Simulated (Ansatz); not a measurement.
Input file for CH$_{5}$F$_{2}$GeN (`N[C](F)(F)[GeH3]`):

```yaml
crystal:
  periodic: [false, false, false]
  atoms:
    - {symbol: N, position_ang: [-0.338977, 0.577451, -1.501181]}
    - {symbol: C, position_ang: [-0.182250, -0.495573, -0.589888]}
    - {symbol: F, position_ang: [-1.364282, -1.174119, -0.559552]}
    - {symbol: F, position_ang: [0.757668, -1.333570, -1.112242]}
    - {symbol: Ge, position_ang: [0.343092, -0.077246, 1.306450]}
    - {symbol: H, position_ang: [-1.070711, 1.208539, -1.202576]}
    - {symbol: H, position_ang: [0.525862, 1.088485, -1.618524]}
    - {symbol: H, position_ang: [-0.736674, 0.849245, 1.887351]}
    - {symbol: H, position_ang: [0.461991, -1.360114, 2.136627]}
    - {symbol: H, position_ang: [1.687481, 0.665600, 1.256336]}
basis:
  gaussian: {orbitals: def2-TZVPP}
correlation: {method: ccsd_t}
```

```sh
$ ansatz run in.yaml --threads 4 --pin off --events-out ev --progress --plain --max-ram 10444MiB
```

Log, shortened:

```
Functional definition: HF
1512 factors; integrals over basis functions are off by at most 1.1e-3 eV
mean field evaluation 1: about -64475.6396 eV, gradient 4.2e1 eV
mean field evaluation 2: about -64475.8401 eV, gradient 4.3e1 eV
mean field evaluation 4: about -64479.5814 eV, gradient 3.8e0 eV
mean field evaluation 8: about -64479.6415 eV, gradient 3.1e-1 eV
mean field -64479.64182972 eV, -2369.5831313711 hartree, gradient 2.4e-6 eV, S^2 0.000000; 0 other end points of the search recorded, 0 dependent functions left out
13 core orbitals not correlated: weight in the atoms' cores, before any rotation towards them, 1.000 or more for the frozen orbitals, at most 0.000 for the correlated occupied ones
reference -64479.64182972 eV, -2369.5831313711 hartree; 21, 21 occupied and 208, 208 virtual orbitals, 1512 factors
second order -30.97484175 eV of doubles, -0.00000000 eV of singles
cycle   1  -30.70491500 eV  change    2.7e-1 eV  update   1.2e-1
cycle   2  -31.47989956 eV  change   -7.7e-1 eV  update   3.5e-2
cycle   3  -31.63046209 eV  change   -1.5e-1 eV  update   1.8e-2
cycle   4  -31.60991117 eV  change    2.1e-2 eV  update   4.0e-3
cycle   5  -31.60709822 eV  change    2.8e-3 eV  update   1.9e-3
cycle   6  -31.60828643 eV  change   -1.2e-3 eV  update   5.5e-4
cycle   7  -31.60801715 eV  change    2.7e-4 eV  update   2.2e-4
cycle   8  -31.60787002 eV  change    1.5e-4 eV  update   7.0e-5
cycle   9  -31.60789753 eV  change   -2.8e-5 eV  update   2.7e-5
perturbative correction -1.09350243 eV, -0.0401854732 hartree
Total energy: -64512.34322968 eV, -2370.7848856539 hartree
```

Hardware: 4 threads of an Arm Neoverse V2 on a shared host. Wall time 4 min, peak host memory 5.3 GiB.

The correlation energy is -32.701 eV, 3.3 % of it from (T); the T1 diagnostic reads 0.0122.
